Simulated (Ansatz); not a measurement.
One change: `CCOBF` becomes `CC[Se]BF`.

Ansatz, PBE0-D4/def2-TZVP geometries, multiplicity 1. Each molecule was computed in one conformer, which needn't be the lowest.

Scalar relativity is left out up to krypton.

```
                                      property  `CCOBF`
         LUMO energy (ωB97M-V/def2-TZVPP) / eV     2.15
         HOMO energy (ωB97M-V/def2-TZVPP) / eV   -11.55
           HOMO energy (B3LYP/def2-TZVPP) / eV    -8.93
             LUMO energy (PBE/def2-TZVPP) / eV    -0.59
size of the dipole moment (PBE/def2-TZVPP) / D     2.54
           LUMO energy (B3LYP/def2-TZVPP) / eV     0.11
```

Task: Give the same properties after the change, and the shifts. (Best estimate.)

Result: Computed: 
| property | `CC[Se]BF` | shift |
| --- | --- | --- |
| LUMO energy (ωB97M-V/def2-TZVPP) / eV | 1.33 | -0.82 |
| HOMO energy (ωB97M-V/def2-TZVPP) / eV | -9.36 | 2.19 |
| HOMO energy (B3LYP/def2-TZVPP) / eV | -7.00 | 1.93 |
| LUMO energy (PBE/def2-TZVPP) / eV | -1.52 | -0.93 |
| size of the dipole moment (PBE/def2-TZVPP) / D | 1.52 | -1.02 |
| LUMO energy (B3LYP/def2-TZVPP) / eV | -0.81 | -0.92 |

With PBE0 the HOMO rises by 1.93 eV and the LUMO falls by 0.99 eV, so the gap narrows by about 2.92 eV. PBE moves the HOMO by 1.49 eV and ωB97M-V by 2.19 eV. Dipoles are sizes alone; their direction can turn.

B3LYP here is the variant with VWN-RPA as its local correlation; programs differ in this.

Spin–orbit coupling is left out; it splits and shifts lone-pair levels of the heavy atoms by tenths of an eV.
